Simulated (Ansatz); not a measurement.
Molecule: sum formula H2BOBr2, charge 1, multiplicity 1. It need not be the lowest isomer of its formula. 
Structure (B3LYP-D3(BJ)/def2-TZVP (Ansatz, a quantum-chemistry and plane-wave program) minimum search):
SMILES: [OH2+]B(Br)Br
```xyz
6

O     -1.8403    -0.5574     0.0728
B     -0.4198    -0.1271     0.0166
Br    -0.1118     1.5701     0.7079
Br     0.7260    -1.3841    -0.7322
H     -2.5420     0.0125     0.4437
H     -2.1334    -1.4285    -0.2587
```
Charge +1, spin multiplicity 1.

Parts of the frozen-core correlation energy in cc-pVQZ (Ansatz, hartree). Frozen orbitals: 30; correlated occupied orbitals by spin: 12 and 12; virtual: 264 and 264. Spin-orbit coupling is left out. No relativistic terms.

| term | value |
|---|---|
| reference (HF) | -5245.50881 |
| MP2 opposite-spin | -0.54203 |
| MP2 same-spin | -0.17276 |
| CCSD correlation | -0.74138 |
| (T) | -0.03253 |
| T1 diagnostic | 0.013 |
| largest doubles amplitude | 0.039 |
